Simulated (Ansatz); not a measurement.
```yaml
crystal:
  periodic: [false, false, false]
  atoms:
    - {symbol: N, position_ang: [-3.446009, 1.172451, -1.208373]}
    - {symbol: In, position_ang: [-0.018996, 0.003458, 0.032326]}
    - {symbol: N, position_ang: [0.996922, -3.665217, -0.384250]}
    - {symbol: N, position_ang: [2.268946, 2.394309, 1.955758]}
    - {symbol: H, position_ang: [-4.221573, 0.150973, -2.622060]}
    - {symbol: H, position_ang: [-3.612390, 3.023676, -1.641699]}
    - {symbol: H, position_ang: [2.227189, -4.346594, 0.906740]}
    - {symbol: H, position_ang: [-0.433410, -4.916370, -0.566506]}
    - {symbol: H, position_ang: [4.121046, 1.934429, 1.997012]}
    - {symbol: H, position_ang: [2.118254, 4.248866, 1.531050]}
basis:
  gaussian: {orbitals: STO-3G}
hamiltonian: {xc: {name: B3LYP5}}
accuracy: high
scf: {lower_state_search: light}
output: {forces: true}
```

```sh
$ ansatz run in.yaml --threads 4 --pin off --events-out ev --progress --plain --max-ram 10444MiB
```

Shortened log:

```
Functional definition: B3LYP5
819 factors; integrals over basis functions are off by at most 5.3e-8 eV
mean field evaluation 1: about -159091.8334 eV, gradient 5.1e1 eV
mean field evaluation 2: about -158933.9375 eV, gradient 1.1e2 eV
mean field evaluation 4: about -159122.8595 eV, gradient 7.9e1 eV
mean field evaluation 8: about -159122.6929 eV, gradient 7.9e1 eV
mean field evaluation 16: about -159155.5318 eV, gradient 1.5e-1 eV
mean field -159155.53221380 eV, -5848.8579293626 hartree, gradient 1.9e-8 eV, S^2 0.000000; 0 other end points of the search recorded, 0 dependent functions left out
reference -159155.53227101 eV, -5848.8579314654 hartree; 38, 38 occupied and 10, 10 virtual orbitals, 819 factors
Total energy: -159155.53227101 eV, -5848.8579314654 hartree
Atom 0 at    -3.446009     1.172451    -1.208373 Å, force    -1.790457     1.735229    -3.980550 eV/Å
Atom 1 at    -0.018996     0.003458     0.032326 Å, force     0.007205    -0.010576    -0.008714 eV/Å
Atom 2 at     0.996922    -3.665217    -0.384250 Å, force    -0.538948    -3.959330     2.504678 eV/Å
Atom 3 at     2.268946     2.394309     1.955758 Å, force     3.568661     2.880531    -1.013244 eV/Å
Atom 4 at    -4.221573     0.150973    -2.622060 Å, force     2.046949     2.991552     3.490841 eV/Å
Atom 5 at    -3.612390     3.023676    -1.641699 Å, force     0.362003    -4.959585     0.777824 eV/Å
Atom 6 at     2.227189    -4.346594     0.906740 Å, force    -3.494479     1.544689    -3.275866 eV/Å
Atom 7 at    -0.433410    -4.916370    -0.566506 Å, force     3.866277     3.121057     0.799984 eV/Å
Atom 8 at     4.121046     1.934429     1.997012 Å, force    -4.784803     1.531430    -0.291969 eV/Å
Atom 9 at     2.118254     4.248866     1.531050 Å, force     0.757593    -4.874997     0.997017 eV/Å
Dipole moment:     0.019016     0.019814    -0.042364 e Å
```

In this input the coordinates are in bohr but typed as ångström. The run converged. The result belongs to that input, not to the molecule as meant.
